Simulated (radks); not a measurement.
Results of a calculation; reference values are marked as such.
Excited configurations of Hg: one electron is placed in a higher orbital outside [Xe] 4f14 5d10 6s1. The ground configuration is [Hg]. Level of theory: scalar-relativistic Kohn-Sham, r2SCAN, spin-polarised, spherical densities, finite nucleus; open shells are filled with parallel spins first (spin-orbit coupling, left out, can overturn this in heavy ions); meta-GGA in the generalised Kohn-Sham scheme; Fermi nuclear charge, rms radius 5.4648 fm (a radial shooting solver on a logarithmic mesh with Libxc functionals). Excitation = E - E(ground); binding = E(ion) - E, where the ion is the core of charge +1; n* = 1/sqrt(2 binding) in atomic units, and the quantum defect is n - n*.

outer orbital,excitation (eV),binding (eV),quantum defect,eigenvalue (eV)
6p,5.449,4.922,4.337,-2.510
7s,7.610,2.761,4.780,-1.704
7p,8.499,1.871,4.303,-1.114
7d,9.442,0.928,3.171,-0.527

The Delta-SCF ionisation energy is 10.370 eV (NIST Atomic Spectra Database: 10.438 eV, measured). Self-interaction in the functional shifts the binding energies and quantum defects, so they are the method's values and not measured ones.
